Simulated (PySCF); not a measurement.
Compound: C5H11B.
Numbering: `[BH2:1][CH2:2][C@H:3]([CH3:4])[CH:5]=[CH2:6]` (hydrogens: H7, H8 on B1; H9, H10 on C2; H11 on C3; H12, H13, H14 on C4; H15 on C5; H16, H17 on C6)

Geometry (PBE0-D3(BJ)/def2-SVP, Å), atoms numbered from 1 in this order:
```
atom  x, y, z in Å
B1     2.5589   -0.0752   -0.3963
C2     1.2124   -0.3215    0.3397
C3    -0.0682    0.2709   -0.2601
C4    -0.0486    1.7965   -0.1672
C5    -1.2914   -0.2848    0.4094
C6    -2.2584   -0.9786   -0.1917
H7     2.5949    0.3361   -1.5367
H8     3.6047   -0.3609    0.1437
H9     1.1583   -1.4348    0.3328
H10    1.2965   -0.0850    1.4173
H11   -0.1075   -0.0090   -1.3277
H12   -0.9447    2.2377   -0.6282
H13    0.8372    2.2097   -0.6761
H14   -0.0147    2.1255    0.8848
H15   -1.3692   -0.0871    1.4882
H16   -3.1233   -1.3548    0.3611
H17   -2.2201   -1.1964   -1.2645
```

Method used: PBE0-D3(BJ)/def2-SVP geometry optimisation, gas phase (PySCF).

Masses are those of the commonest isotopes; rigid-rotor values at the optimised geometry. The values belong to one conformer with, in the numbering `[BH2:1][CH2:2][C@H:3]([CH3:4])[CH:5]=[CH2:6]`, H–B1–C2–C3 -14° and 169°, B1–C2–C3–C4 -68°, C2–C3–C5–C6 -119°.

**Question.** Give the principal moments of inertia and the rotational constants in MHz.

**Answer.** Ia = 85.73, Ib = 235.64, Ic = 285.87 u·Å²; 505379 MHz·u·Å²/I gives A = 5895, B = 2145, C = 1768 MHz.

**Question.** Classify the top.

**Answer.** An asymmetric top. Ray's parameter κ = (2B − A − C)/(A − C) = -0.817; −1 is the prolate and +1 the oblate limit.

**Question.** What does the inertial defect say?

**Answer.** Not planar: Δ = Ic − Ia − Ib = -35.50 u·Å². For a rigid frame Δ = −2 Σ m c², so Σ m c² = 17.75 u·Å² lies off the ab plane: 11.71 from hydrogen and 6.04 from heavier atoms. The atom farthest from that plane is 1.48 Å away.

**Question.** Which lines would a microwave search look for?

**Answer.** The dipole components are |μa| = 0.30 D, |μb| = 0.01 D, |μc| = 0.32 D. Intensities carry the squares of the components, which stand as 0.84 : 0.00 : 1.00 (a : b : c). Some lines, for components of 0.1 D or more:

```
type  branch         J(Ka,Kc)    MHz  lower level (cm⁻¹)
   a       Q  1(1,0) ← 1(1,1)    377               0.256
   a       Q  2(1,1) ← 2(1,2)   1131               0.504
   c       Q  3(1,3) ← 3(0,3)   2926               0.779
   c       Q  2(1,2) ← 2(0,2)   3400               0.391
   a       R  1(0,1) ← 0(0,0)   3913               0.000
   c       R  1(1,0) ← 0(0,0)   8040               0.000
   a       R  2(1,1) ← 1(1,0)   8202               0.268
   c       Q  3(2,2) ← 3(1,2)  10703               0.952
   a       R  3(1,3) ← 2(1,2)  11156               0.504
   c       Q  2(2,1) ← 2(1,1)  11251               0.542
   a       R  3(0,3) ← 2(0,2)  11631               0.391
   a       R  3(2,2) ← 2(2,1)  11738               0.917
   a       R  3(2,1) ← 2(2,0)  11845               0.918
   a       R  3(1,2) ← 2(1,1)  12286               0.542
   c       R  2(2,0) ← 1(1,0)  19480               0.268
   c       R  2(2,1) ← 1(1,1)  19830               0.256
   c       R  3(3,0) ← 2(2,0)  31421               0.918
   c       R  3(3,1) ← 2(2,1)  31447               0.917
```

**Question.** Estimate the classical rotational partition function at 10 K, 100 K and 200 K.

**Answer.** Point group C1, symmetry number σ = 1; q = (√π/σ)·√((kT/h)³/(ABC)), k/h = 20836.6 MHz/K: 1130 at 10 K, 35700 at 100 K, 101000 at 200 K.

Not checked by PBE0-D3(BJ)/def2-SVP frequencies. These are rigid-rotor constants of the computed structure; measured ground-state constants (B0) also hold zero-point vibration. A rigid rotor knows nothing of internal rotation, which can split or shift real lines. Quadrupole hyperfine structure (11B) is left out.
